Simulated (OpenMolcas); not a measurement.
Cu4+ among 6 point charges of -2.2 e arranged as an octahedron (Oh), 1.88 Å from the ion.
```
   1.8800    0.0000    0.0000  -2.20
   0.0000    1.8800    0.0000  -2.20
  -1.8800    0.0000    0.0000  -2.20
   0.0000   -1.8800    0.0000  -2.20
   0.0000    0.0000    1.8800  -2.20
   0.0000    0.0000   -1.8800  -2.20
```

```yaml
Program: OpenMolcas
Method: CASSCF
Basis: ANO-RCC-VDZP [5s4p2d1f]
Scalar_Hamiltonian: DKH2, point nucleus
Active_space: 7 electrons in 5 orbitals (3d)
State_averaging: 2S+1 = 4 even, 10 roots; 2S+1 = 2 even, 40 roots
Spin-orbit_coupling: RASSI with atomic mean-field integrals over the reference wave functions
```

What is the spin-free ground state (labels of O, the rotations of Oh)?

4T1, 3-fold in its orbital part, 100 % from free-ion F terms; it has the highest spin that d7 allows.

Where is the first state of the same spin?

4T2 at 2400 cm-1 above the ground state.

What are the lowest two levels with spin-orbit coupling?

A 2-fold level Γ6 with g = 4.88, 4.88, 4.88, then a 4-fold level Γ8 490.9 cm-1 above it. Their leading multiplicities are 4 (100 %) and 4 (100 %).

What is χT at 300 K, and how does it compare with the textbook value?

The lowest level has 2S+1 = 4, for which the spin-only value is χT = S(S+1) / 2 = 1.875 cm3 K/mol (g = 2). The computed 4.217 at 300 K differs by +2.342, through orbital momentum, spin-orbit coupling and any other state in reach. With a threefold ground state the orbital momentum is unquenched, so the spin-only value is not expected to hold.

Which ligand-field parameters describe the states?

A least-squares ligand-field fit to the states below 45000 cm-1, each weighted by its degeneracy and with a free common offset, gives 10Dq = 2717 cm-1, B = 1584 cm-1 and C = 5900 cm-1 (C/B = 3.72), with an rms deviation of 99 cm-1. 

An orbital triplet at a regular site is open to Jahn-Teller coupling, which can distort the site and quench the lowest spin-orbit gaps and is left out. Without dynamic correlation the repulsion within the d shell is too large (B by tens of per cent), so at a given field states of lower spin stand too high. Point charges give a weaker field than real ligands, and real ions of this kind are often low spin; the high spin found here belongs to the model. This field is weak: 10Dq is about 2717 cm-1, while octahedral complexes of 3d ions of charge 3 and more, computed by the same method with explicit ligands, had a median near 15000 cm-1. Ground spin and moment need not be those of a real site. Point charges carry no covalency, so the field is a model and not that of real ligands. No measured value stands beside these numbers.
